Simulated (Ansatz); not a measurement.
Relaxed structures of BSiH3Te, closed shell (PBE0-D4/def2-TZVP; forces vanish, vibrations not checked; lower isomers may exist, and structures with a doubtful reference or unclear bonds are left out; Å). Ansatz 0.2.0; basis: def2-TZVPP; cores frozen in the correlated methods. Filled d shells of the heavier atoms are correlated. Core potentials replace the inner electrons of the atoms past krypton. The def2 sets are not built for correlating such inner shells, so the correlated values are less sure here.

Q: Rank them by CCSD(T) energy, lowest first, and give each one's height above the lowest. Links in brackets join atoms within 1.22 times the sum of their covalent radii (1.1 for two metals). (To be estimated.)
A.
BSiH₃Te ([TeH][B]12[H][Si]1[H]2)
```
6
angstrom
Si -0.9098 -0.7925 -1.0127
B 0.1897 0.0101 0.2040
Te 1.6840 0.9078 1.4493
H -0.5325 -1.0012 0.6444
H -0.8841 0.6872 -0.1494
H 0.6426 1.2858 2.6858
```
B.
BSiH₃Te ([BH]1[SiH2][Te]1)
```
6
angstrom
Si -0.1388 -0.6519 -0.5499
B 0.6308 0.4622 0.8434
Te -1.0330 1.5798 0.1611
H -1.0301 -1.8030 -0.2689
H 0.3917 -0.7031 -1.9335
H 1.4448 0.6723 1.6774
```
C.
BSiH₃Te ([SiH2][B][TeH])
```
6
angstrom
Si -0.4669 -0.9042 -1.0001
B 0.2676 0.1278 0.3110
Te 1.4126 0.9104 1.8097
H -1.6118 -1.7999 -0.7284
H -0.1635 -0.6659 -2.4277
H 0.5620 2.3318 2.0353
```

A: By the calculation: B (0.0 kJ/mol), A (145.6 kJ/mol), C (194.7 kJ/mol). Heights count from the lowest.

T1 diagnostic: at most 0.019. The restricted Hartree–Fock reference is unstable towards an unrestricted one at one or more of these structures.

For scale, one of the runs: CCSD(T)/def2-TZVPP, 165 basis functions, launched by `ansatz run in.yaml --threads 2 --pin off --events-out ev --progress --plain --max-ram 4352MiB`. The run took 52 s on 2 CPU threads of an Arm Neoverse V1 (shared host), with 1.4 GiB of host memory at its peak.
